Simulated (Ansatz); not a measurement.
Start from `[CH3][SnH]([F])[SeH]` and change one atom or group to get `[CH3][SnH]([F])[SH]`.

Ansatz, PBE0-D4/def2-TZVP geometries, multiplicity 1. Each molecule was computed in one conformer, which needn't be the lowest.

Elements past krypton have def2 core potentials. Scalar relativity is left out up to krypton. Spin–orbit coupling is left out; it splits and shifts lone-pair levels of the heavy atoms by tenths of an eV.

```json
{"property": "LUMO energy (PBE/def2-TZVPP) / eV", "`[CH3][SnH]([F])[SeH]`": "-1.73"}
{"property": "LUMO energy (B3LYP/def2-TZVPP) / eV", "`[CH3][SnH]([F])[SeH]`": "-1.14"}
{"property": "LUMO energy (ωB97M-V/def2-TZVPP) / eV", "`[CH3][SnH]([F])[SeH]`": "1.02"}
{"property": "HOMO energy (B3LYP/def2-TZVPP) / eV", "`[CH3][SnH]([F])[SeH]`": "-7.05"}
{"property": "HOMO–LUMO gap (ωB97M-V/def2-TZVPP) / eV", "`[CH3][SnH]([F])[SeH]`": "10.49"}
{"property": "size of the dipole moment (ωB97M-V/def2-TZVPP) / D", "`[CH3][SnH]([F])[SeH]`": "3.10"}
```

(1) Give the same properties after the change, and the shifts. (Best estimate.)

## Answers

(1) The calculation gave: 
| property | `[CH3][SnH]([F])[SH]` | shift |
| --- | --- | --- |
| LUMO energy (PBE/def2-TZVPP) / eV | -1.57 | 0.16 |
| LUMO energy (B3LYP/def2-TZVPP) / eV | -0.95 | 0.19 |
| LUMO energy (ωB97M-V/def2-TZVPP) / eV | 1.23 | 0.21 |
| HOMO energy (B3LYP/def2-TZVPP) / eV | -7.42 | -0.37 |
| HOMO–LUMO gap (ωB97M-V/def2-TZVPP) / eV | 11.12 | 0.63 |
| size of the dipole moment (ωB97M-V/def2-TZVPP) / D | 3.19 | 0.09 |

With PBE0 the HOMO falls by 0.38 eV and the LUMO rises by 0.20 eV, so the gap widens by about 0.58 eV. PBE moves the HOMO by -0.29 eV and ωB97M-V by -0.42 eV. Dipoles are sizes alone; their direction can turn.

Positive LUMOs are unbound, so they and the gaps depend on the basis.

B3LYP here is the variant with VWN-RPA as its local correlation; programs differ in this.
